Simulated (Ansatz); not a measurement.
Saddle point of SiH$_{4}$OF$_{2}$, closed shell (SiH₂OF₂ ([OH][SiH]([F])[F]) + H₂ → SiH₂F₂ ([F][SiH2][F]) + H₂O; bonds formed: Si1–H7, O2–H6; bonds broken: Si1–O2, H6–H7), PBE0-D4/def2-TZVP structure:

```csv
atom,x (Å),y (Å),z (Å)
Si1,-0.3559,0.4766,-0.1282
O2,0.9653,-0.5640,0.6266
F3,-0.4554,0.3687,-1.7200
F4,-1.6668,0.9234,0.6657
H5,0.4382,1.7165,0.0045
H6,0.1293,-1.2620,0.2850
H7,-0.9260,-1.1033,-0.0256
H8,1.8714,-0.5559,0.2920
```

Energies are electronic, without zero-point energy. Barriers and step energies count from the start structure reached by relaxing down the imaginary mode; all methods use the PBE0-D4 structures, on which another method's saddle can fall below an end. Program: Ansatz 0.2.0. Basis: def2-TZVPP, with def2-QZVPP for the basis limit. Cores are frozen in the correlated methods. B3LYP uses VWN-RPA correlation. Extrapolation: Hartree–Fock as exp(−7.88 √X), correlation as X^−2.97.

| method | barrier (kcal/mol) | step energy (kcal/mol) |
| --- | --- | --- |
| SPW92 | ? | 18.90 |
| PBE-D4 | 51.36 | 19.50 |
| BLYP-D4 | 57.57 | 21.17 |
| r2SCAN-D4 | 55.78 | 21.79 |
| B97M-V | 58.01 | 21.44 |
| PBE0-D4 | ? | 19.76 |
| B3LYP-D4 | 59.83 | 21.18 |
| r2SCAN0-D4 | 58.21 | 21.55 |
| BHLYP-D4 | 64.25 | 21.37 |
| CAM-B3LYP-D4 | 59.63 | 21.25 |
| wB97X-V | ? | 20.40 |
| wB97M-V | 58.19 | 20.54 |
| B2PLYP | 60.95 | 21.65 |
| PBE-QIDH | 58.89 | 20.91 |
| RPA on PBE | 60.78 | 20.27 |
| HF | 75.89 | 22.12 |
| MP2 | 60.81 | 22.16 |
| CCSD | 63.29 | 20.90 |
| CCSD(T) | 61.23 | 21.06 |

Problem. Fill in the withheld barriers. (To be estimated.)

Solution. Computed: PBE0-D4 55.25; wB97X-V 58.78; SPW92 42.87 kcal/mol. Each is the energy of the saddle less that of the start structure, by the same method.

For comparison, the barrier by CCSD(T) at an estimated basis limit (MP2 extrapolated from triple and quadruple zeta, plus CCSD(T) − MP2 in triple zeta) is 61.32 kcal/mol.

T1 diagnostic: at most 0.013.

Labels in which every atom is bracketed show which atoms are joined, not bond orders.

For scale, one of the runs: CCSD(T)/def2-TZVPP, 191 basis functions, launched by `ansatz run in.yaml --threads 4 --pin off --events-out ev --progress --plain --max-ram 9574MiB`. Hardware: 4 CPU threads of an Arm Neoverse V2, shared host. Wall time 40 s; peak host memory 2.2 GiB.
